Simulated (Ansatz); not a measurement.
Geometry optimisation, Ansatz, RKS PBE-D4/def2-TZVP.

input.yaml

```yaml
crystal:
  periodic: [false, false, false]
  atoms:
    - { symbol: Ge, position_ang: [0.130941, 0.031805, 0.189054] }
    - { symbol: H, position_ang: [0.423468, -0.128983, 1.681147] }
    - { symbol: O, position_ang: [1.877372, -0.060536, -0.057979] }
    - { symbol: H, position_ang: [2.267451, -0.793033, 0.447909] }
    - { symbol: H, position_ang: [-0.46778, 1.272415, -0.488732] }
    - { symbol: F, position_ang: [-0.708252, -1.379869, -0.452199] }
basis:
  gaussian: { orbitals: def2-TZVP }
hamiltonian:
  xc: pbe
  dispersion: d4
relax:
  f_tol: 0.03
  max_steps: 50
```

Command:

```bash
$ ansatz run input.yaml --threads 4 --pin off --max-ram 5120MiB --backend cpu --events-out ev --progress --plain --runs-dir out
```

**Question.** Where does it end, and by what steps?

**Answer.** The run converged. After 6 steps the energy has fallen by 0.425 eV; H2 moved furthest, 0.43 Å.

```json
{"step": "0", "energy less start (eV)": "0.0000", "largest force component (eV/Å)": "1.306", "accepted": "yes"}
{"step": "1", "energy less start (eV)": "-0.3341", "largest force component (eV/Å)": "0.520", "accepted": "yes"}
{"step": "2", "energy less start (eV)": "-0.4015", "largest force component (eV/Å)": "0.271", "accepted": "yes"}
{"step": "3", "energy less start (eV)": "-0.4151", "largest force component (eV/Å)": "0.240", "accepted": "yes"}
{"step": "4", "energy less start (eV)": "-0.4218", "largest force component (eV/Å)": "0.311", "accepted": "yes"}
{"step": "5", "energy less start (eV)": "-0.4242", "largest force component (eV/Å)": "0.116", "accepted": "yes"}
{"step": "6", "energy less start (eV)": "-0.4250", "largest force component (eV/Å)": "0.016", "accepted": "yes"}
```

```xyz
6
Properties=species:S:1:pos:R:3
Ge 0.201 0.021 0.276
H 0.015 -0.078 1.809
O 1.916 -0.072 -0.203
H 2.380 -0.797 0.249
H -0.361 1.261 -0.439
F -0.627 -1.394 -0.372
```

Whether the end is a true minimum wasn't checked by a vibrational analysis.

Run time: 8.9 s on 4 threads of Intel(R) Xeon(R) Platinum 8259CL CPU @ 2.50GHz (Skylake/Cascade Lake), on a shared host, peak memory 0.22 GiB.
